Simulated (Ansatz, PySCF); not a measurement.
This Ansatz (a quantum-chemistry and plane-wave program) input computes a B3LYP/def2-TZVPD energy:

Ansatz 0.2 input:
```yaml
crystal:
  periodic: [false, false, false]
  atoms:
    - {symbol: Ga, position_ang: [0.03908312, 0.00901922, 0.02739589]}
    - {symbol: H, position_ang: [-0.34102489, -1.49850867, -0.35503713]}
    - {symbol: H, position_ang: [-0.87055175, 1.21891281, -0.49423555]}
basis:
  gaussian:
    orbitals: def2-TZVPD
hamiltonian:
  xc: {name: B3LYP}
magnetization: {spin_polarized: true, initial_magnetization: 1}
output: {forces: true}
```

### Question
Write an input for the same energy in PySCF and say what it gives.

### Answer

```python
from pyscf import gto, scf, dft

mol = gto.M(
    atom='''
    Ga    0.03908312    0.00901922    0.02739589
    H    -0.34102489   -1.49850867   -0.35503713
    H    -0.87055175    1.21891281   -0.49423555
    ''',
    basis='def2-tzvpd',
    charge=0,
    spin=1,
    verbose=4,
)

mf = dft.UKS(mol, xc='b3lyp').density_fit(auxbasis='def2-universal-jkfit')
mf.grids.level = 3
mf.conv_tol = 1e-9
mf.max_cycle = 100
mf.max_memory = 1500
mf.kernel()
if not mf.converged:
    mf = mf.newton()
    mf.kernel(mf.make_rdm1())
for _ in range(2):
    mo, _, stable, _ = mf.stability(return_status=True)
    if stable:
        break
    mf.kernel(mf.make_rdm1(mo, mf.mo_occ))
mf.analyze()
```
It gives -1926.04358 Eh, and Ansatz -1926.04353 Eh, a difference of 0.05 mEh, from the treatment of integrals and grids.
